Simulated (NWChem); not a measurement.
The numbers come from NWChem runs, not from measurements. System: disiloxane (H6OSi2), charge 0, spin multiplicity 1, at a geometry optimised with PBE0/def2-SVP. Level: B3LYP/6-31G* (spherical d), VWN1-RPA local correlation.

Job file:

```
start mol
memory heap 200 mb stack 900 mb global 1100 mb
geometry units angstroms nocenter noautoz noautosym
  Si     0.383459    -1.552676     0.004847
  O     -0.357818    -0.073420    -0.018486
  Si    -0.258793     1.578258     0.002031
  H      0.616560    -1.989791     1.413909
  H     -0.498375    -2.541217    -0.677946
  H      1.698090    -1.485788    -0.704742
  H      0.997781     2.031655    -0.670129
  H     -0.260580     2.075822     1.410237
  H     -1.436251     2.138543    -0.719728
end
basis spherical
  * library 6-31g*
end
dft
  xc b3lyp
  semidirect memsize 60000000 filesize 0
  iterations 100
end
task dft energy
```

Part of the output:

```
             Northwest Computational Chemistry Package (NWChem) 7.3.0
             --------------------------------------------------------

                                NWChem Input Module
                                -------------------

 Scaling coordinates for geometry "geometry" by  1.889725989
 (inverse scale =  0.529177249)

                             Geometry "geometry" -> ""
                             -------------------------

 Output coordinates in angstroms (scale by  1.889725989 to convert to a.u.)

  No.       Tag          Charge          X              Y              Z
 ---- ---------------- ---------- -------------- -------------- --------------
    1 Si                  14.0000     0.38345900    -1.55267600     0.00484700
    2 O                    8.0000    -0.35781800    -0.07342000    -0.01848600
    3 Si                  14.0000    -0.25879300     1.57825800     0.00203100
    4 H                    1.0000     0.61656000    -1.98979100     1.41390900
    5 H                    1.0000    -0.49837500    -2.54121700    -0.67794600
    6 H                    1.0000     1.69809000    -1.48578800    -0.70474200
    7 H                    1.0000     0.99778100     2.03165500    -0.67012900
    8 H                    1.0000    -0.26058000     2.07582200     1.41023700
    9 H                    1.0000    -1.43625100     2.13854300    -0.71972800

 Effective nuclear repulsion energy (a.u.)     157.3740470253

            Nuclear Dipole moment (a.u.)
            ----------------------------
        X                 Y               Z
 ---------------- ---------------- ----------------
     0.0000094486     0.0000226767     0.0000094486


 Summary of "ao basis" -> "" (spherical)
 ------------------------------------------------------------------------------
       Tag                 Description            Shells   Functions and Types
 ---------------- ------------------------------  ------  ---------------------
 *                           6-31g*                   on all atoms

                                 NWChem DFT Module
                                 -----------------

 Summary of "ao basis" -> "ao basis" (spherical)
 ------------------------------------------------------------------------------
       Tag                 Description            Shells   Functions and Types
 ---------------- ------------------------------  ------  ---------------------
 Si                          6-31g*                  8       18   4s3p1d
 O                           6-31g*                  6       14   3s2p1d
 H                           6-31g*                  2        2   2s

 Summary of "ao basis" -> "ao basis" (spherical)
 ------------------------------------------------------------------------------
       Tag                 Description            Shells   Functions and Types
 ---------------- ------------------------------  ------  ---------------------
 Si                          6-31g*                  8       18   4s3p1d
 O                           6-31g*                  6       14   3s2p1d
 H                           6-31g*                  2        2   2s

            General Information
            -------------------
          SCF calculation type: DFT
          Wavefunction type:  closed shell.
          No. of atoms     :     9
          No. of electrons :    42
           Alpha electrons :    21
            Beta electrons :    21
          Charge           :     0
          Spin multiplicity:     1
[...]
   time(s): 0.00e+00  0.00e+00  0.00e+00  0.00e+00  0.00e+00
rate(mb/s): 0.00e+00  0.00e+00
------------------------------------------------------------

   convergence    iter        energy       DeltaE   RMS-Dens  Diis-err    time
 ---------------- ----- ----------------- --------- --------- ---------  ------
 d= 0,ls=0.0,diis     1   -657.8171131242 -8.15D+02  1.76D-02  5.01D-01     1.1
 d= 0,ls=0.0,diis     2   -657.7570150732  6.01D-02  1.03D-02  1.22D+00     1.3
 d= 0,ls=0.0,diis     3   -657.8748121042 -1.18D-01  1.68D-03  1.75D-02     1.5
 d= 0,ls=0.0,diis     4   -657.8765880604 -1.78D-03  4.09D-04  4.48D-04     1.7
 d= 0,ls=0.0,diis     5   -657.8766677732 -7.97D-05  5.77D-05  8.66D-06     2.0
  Resetting Diis
 d= 0,ls=0.0,diis     6   -657.8766692974 -1.52D-06  7.67D-06  1.91D-07     2.2
 d= 0,ls=0.0,diis     7   -657.8766693342 -3.68D-08  5.83D-07  5.09D-10     2.4

         Total DFT energy =     -657.876669334161
      One electron energy =    -1222.818785682966
           Coulomb energy =      460.354022893548
    Exchange-Corr. energy =      -52.785953570069
 Nuclear repulsion energy =      157.374047025326

 Numeric. integr. density =       42.000018584553

     Total iterative time =      2.1s

                       DFT Final Molecular Orbital Analysis
                       ------------------------------------

 Vector   19  Occ=2.000000D+00  E=-3.487770D-01
              MO Center=  4.7D-01,  9.2D-02, -2.3D-01, r^2= 5.6D+00
   Bfn.  Coefficient  Atom+Function         Bfn.  Coefficient  Atom+Function
  ----- ------------  ---------------      ----- ------------  ---------------
    39      0.258826  3 Si px                 7     -0.224352  1 Si px
    56     -0.217305  6 H  s                 58      0.217470  7 H  s
    55     -0.194923  6 H  s                 57      0.195132  7 H  s
     9      0.136402  1 Si pz                41     -0.136241  3 Si pz
     8     -0.133520  1 Si py                54      0.128534  5 H  s

 Vector   20  Occ=2.000000D+00  E=-3.083423D-01
              MO Center=  7.6D-02,  1.2D-02, -3.3D-01, r^2= 4.0D+00
   Bfn.  Coefficient  Atom+Function         Bfn.  Coefficient  Atom+Function
  ----- ------------  ---------------      ----- ------------  ---------------
    21      0.417080  2 O  px                25      0.332384  2 O  px
    58     -0.233448  7 H  s                 56     -0.229891  6 H  s
    54      0.189318  5 H  s                 62      0.185410  9 H  s
     7     -0.165924  1 Si px                39     -0.161669  3 Si px
    57     -0.161959  7 H  s                 55     -0.159565  6 H  s

 Vector   21  Occ=2.000000D+00  E=-3.030013D-01
              MO Center= -1.1D-01, -1.8D-02,  3.3D-01, r^2= 4.1D+00
   Bfn.  Coefficient  Atom+Function         Bfn.  Coefficient  Atom+Function
  ----- ------------  ---------------      ----- ------------  ---------------
    23      0.437033  2 O  pz                27      0.352843  2 O  pz
    52     -0.248770  4 H  s                 60     -0.247500  8 H  s
    51     -0.168699  4 H  s                 59     -0.168120  8 H  s
     9     -0.152433  1 Si pz                41     -0.152402  3 Si pz
    62      0.143156  9 H  s                 54      0.137076  5 H  s

 Vector   22  Occ=0.000000D+00  E=-3.233185D-04
              MO Center=  7.5D-02,  1.5D-02,  1.6D-02, r^2= 6.4D+00
   Bfn.  Coefficient  Atom+Function         Bfn.  Coefficient  Atom+Function
  ----- ------------  ---------------      ----- ------------  ---------------
    24      0.760909  2 O  s                 44      0.637082  3 Si py
    12     -0.579626  1 Si py                40      0.271933  3 Si py
    11      0.265174  1 Si px                 8     -0.239010  1 Si py
    20      0.151670  2 O  s                 54     -0.138627  5 H  s
    62     -0.137903  9 H  s                  7      0.132675  1 Si px

 Vector   23  Occ=0.000000D+00  E= 4.965051D-02
              MO Center=  1.8D-01,  3.8D-02,  6.1D-03, r^2= 9.3D+00
   Bfn.  Coefficient  Atom+Function         Bfn.  Coefficient  Atom+Function
  ----- ------------  ---------------      ----- ------------  ---------------
    44      1.130089  3 Si py                12      1.061520  1 Si py
    11     -0.391529  1 Si px                26      0.300894  2 O  py
    54      0.272938  5 H  s                 62     -0.272328  9 H  s
    60     -0.243052  8 H  s                 52      0.241378  4 H  s
    22      0.205091  2 O  py                10      0.176780  1 Si s

 Vector   24  Occ=0.000000D+00  E= 7.363056D-02
              MO Center=  3.2D-01, -2.9D-02,  1.1D-01, r^2= 6.0D+00
   Bfn.  Coefficient  Atom+Function         Bfn.  Coefficient  Atom+Function
  ----- ------------  ---------------      ----- ------------  ---------------
    11      0.852134  1 Si px                45      0.806595  3 Si pz
    54      0.752805  5 H  s                 62      0.651537  9 H  s
    60     -0.517390  8 H  s                 56     -0.504922  6 H  s
    12      0.409597  1 Si py                43      0.369430  3 Si px
    13      0.238647  1 Si pz                38     -0.213942  3 Si s

 center of mass
 --------------
 x =  -0.02688228 y =  -0.00551498 z =  -0.00124176

 moments of inertia (a.u.)
 ------------------
         603.577930942220         113.443963542281          -0.546199275627
         113.443963542281          73.826617688702           0.414814356549
          -0.546199275627           0.414814356549         634.810886315465

     Multipole analysis of the density
     ---------------------------------

     L   x y z        total         alpha         beta         nuclear
     -   - - -        -----         -----         ----         -------
     0   0 0 0     -0.000000    -21.000000    -21.000000     42.000000

     1   1 0 0      0.157744      0.078867      0.078867      0.000009
     1   0 1 0      0.032405      0.016191      0.016191      0.000023
     1   0 0 1      0.005432      0.002711      0.002711      0.000009

     2   2 0 0    -26.695822    -32.379530    -32.379530     38.063238
     2   1 1 0     -0.397573     31.783758     31.783758    -63.965088
     2   1 0 1      0.023727     -0.134699     -0.134699      0.293125
     2   0 2 0    -24.830500   -180.793757   -180.793757    336.757015
     2   0 1 1      0.004512      0.120717      0.120717     -0.236922
     2   0 0 2    -26.570854    -23.845744    -23.845744     21.120635

 Task  times  cpu:        2.4s     wall:        2.4s

 Total times  cpu:        2.4s     wall:        2.4s
```
